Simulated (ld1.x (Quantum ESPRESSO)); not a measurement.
# Before and after: TM potential for Sn (Z = 50)

- Element: tin (Sn)
- Generator: ld1.x (Quantum ESPRESSO) 7.5
- Type: norm-conserving Troullier–Martins (Kleinman–Bylander form)
- Functional: LDA (PZ)
- Relativity: fully relativistic
- Frozen core: [Kr]
- Valence charge: 14
- Reference configuration: 4d10 5s2 5p2
- Partial waves: 5p (bound): rc 2.05 bohr; 4d (bound): rc 1.65 bohr; 5s (bound): rc 2.20 bohr
- Local potential: the s channel
- Core correction: none

Open shells are filled in proportion to 2j + 1 (rel_dist='average').

All-electron outer shells of the reference configuration (LDA (PZ), scalar-relativistic, ld1.x):

```
shell  level (eV)  outermost node (bohr)  outermost maximum (bohr)
   4s     -133.65                   0.40                      0.74
   4p      -89.56                   0.41                      0.79
   4d      -25.90                   0.39                      0.88
   5s      -10.81                   0.98                      2.01
   5p       -3.87                   1.09                      2.55
```

Change: wave 4d (bound): rc 1.65 bohr becomes 4d (bound): rc 2.18 bohr.

Cutoffs: the cutoffs (Ry, on a coarse ladder) from which the occupation-weighted sum of valence levels, in a spherical-Bessel basis at the reference potential, stays within 10 and 1 mRy of its value at 400 Ry; they do not see the model core or the augmentation charge, which bear on the density cutoff. Errors are all-electron minus pseudo energies relative to the spin-unpolarised reference configuration.

Problem. Predict the effect on cutoff, ghosts and configuration errors.

Solution. The potential gets softer (80 Ry and 140 Ry → 55 Ry and 100 Ry); of the 7 tests that both files solve, the error grows in 1 and shrinks in 1 by more than 15 % and 0.3 meV (median size 4.4 → 4.1 meV); neither file shows a bound ghost. A larger radius leaves more room for a smooth pseudo-wave, so fewer plane waves are needed.

| quantity | base | changed |
| --- | --- | --- |
| cutoff, loose | 80 Ry | 55 Ry |
| cutoff, tight | 140 Ry | 100 Ry |
| loose cutoff by channel (10 mRy a level) | p 8 Ry, d 70 Ry, s 10 Ry | p 8 Ry, d 50 Ry, s 10 Ry |
| bound ghosts | none | none |
| error for 4d10 5s2 5p1, meV [ΔE 7.11 eV] | +1.1 | +1.2 |
| error for 4d10 5s2 5p0, meV [ΔE 21.39 eV] | +4.4 | +4.8 |
| error for 4d10 5s1 5p0, meV [ΔE 52.84 eV] | +21 | +21 |
| error for 4d9 5s2 5p2, meV [ΔE 32.75 eV] | -222 | -71 |
| error for 4d10 5s1 5p3, meV [ΔE 7.05 eV] | +0.1 | -0.3 |
| error for 4d10 5s1 5p2, meV [ΔE 14.83 eV] | +4.4 | +4.1 |
| error for 4d10 5s0 5p4, meV [ΔE 14.36 eV] | 0.0 | -1.5 |
| s: phases at 2.38 bohr within 0.05 rad from the reference energy up to (Ry; the scan ends near 5) | 2.9 | 2.9 |
| p1/2: phases at 2.38 bohr within 0.05 rad from the reference energy up to (Ry; the scan ends near 5) | 4.8 | 4.8 |
| p3/2: phases at 2.38 bohr within 0.05 rad from the reference energy up to (Ry; the scan ends near 5) | 4.3 | 4.3 |
| d3/2: phases at 2.38 bohr within 0.05 rad from the reference energy up to (Ry; the scan ends near 5) | 0.3 | 0.2 |
| d5/2: phases at 2.38 bohr within 0.05 rad from the reference energy up to (Ry; the scan ends near 5) | 0.4 | 0.3 |
